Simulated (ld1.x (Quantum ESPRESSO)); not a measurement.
**iron (Fe): one change to a PAW potential, before and after**

- Element: Fe (Z = 26)
- Generator: ld1.x (Quantum ESPRESSO) 7.5
- Type: PAW
- Functional: LDA (PZ)
- Relativity: scalar-relativistic
- Frozen core: [Ar]
- Valence charge: 8
- Reference configuration: 3d6 4s1.5 4p0 (charge +0.5)
- Partial waves: 4s (bound): rcut 1.95, rcutus 2.50 bohr; 4s channel at 0.45 Ry: rcut 1.95, rcutus 2.50 bohr; 4p (bound, empty): rcut 1.95, rcutus 2.75 bohr; 4p channel at 0.05 Ry: rcut 1.95, rcutus 2.75 bohr; 3d (bound): rcut 1.55, rcutus 1.95 bohr; 3d channel at -0.3 Ry: rcut 1.55, rcutus 1.95 bohr
- Local potential: all-electron potential smoothed inside 2.50 bohr (lloc = -1)
- Core correction: Bessel-smoothed model core inside 1.05 bohr
- Augmentation charge: GAUSS, radius 1.20 bohr

Change: local potential all-electron potential smoothed inside 2.05 bohr (lloc = -1).

Cutoffs: the cutoffs (Ry, on a coarse ladder) from which the occupation-weighted sum of valence levels, in a spherical-Bessel basis at the reference potential, stays within 10 and 1 mRy of its value at 400 Ry; they do not see the model core or the augmentation charge, which bear on the density cutoff. Errors are all-electron minus pseudo energies relative to the spin-unpolarised reference configuration.

Q: How do hardness, ghosts and transferability respond?

A: The potential gets neither clearly harder nor softer (30 Ry and 45 Ry → 30 Ry and 45 Ry); the errors of the 9 common tests hardly move; neither file shows a bound ghost.

```csv
quantity,base,changed
"cutoff, loose",30 Ry,30 Ry
"cutoff, tight",45 Ry,45 Ry
bound ghosts,none,none
"error for 3d6 4s2 4p0, meV [ΔE -3.60 eV]",+0.4,+0.5
"error for 3d6 4s1 4p0, meV [ΔE 5.39 eV]",-0.6,-0.4
"error for 3d6 4s0 4p0, meV [ΔE 21.88 eV]",-6.4,-5.9
"error for 3d6 4s0 4p1, meV [ΔE 10.52 eV]",-2.3,-2.2
"error for 3d5 4s0 4p0, meV [ΔE 56.41 eV]",-329,-327
"error for 3d6 4s1 4p1, meV [ΔE 0.58 eV]",0.0,0.0
"error for 3d7 4s1 4p0, meV [ΔE -4.42 eV]",-63,-61
"error for 3d6 4s1.5 4p0 (spin-polarised), meV [ΔE -3.67 eV]",-14,-13
"error for 3d6 4s2 4p0 (spin-polarised), meV [ΔE -6.98 eV]",-14,-13
s: phases at 3.00 bohr within 0.05 rad from the reference energy up to (Ry; the scan ends near 5),2.6,2.4
p: phases at 3.00 bohr within 0.05 rad from the reference energy up to (Ry; the scan ends near 5),2.9,2.8
d: phases at 3.00 bohr within 0.05 rad from the reference energy up to (Ry; the scan ends near 5),4.3,4.4
lowest overlap eigenvalue by channel,"s 0.40, p 0.66, d 0.88","s 0.38, p 0.63, d 0.87"
```
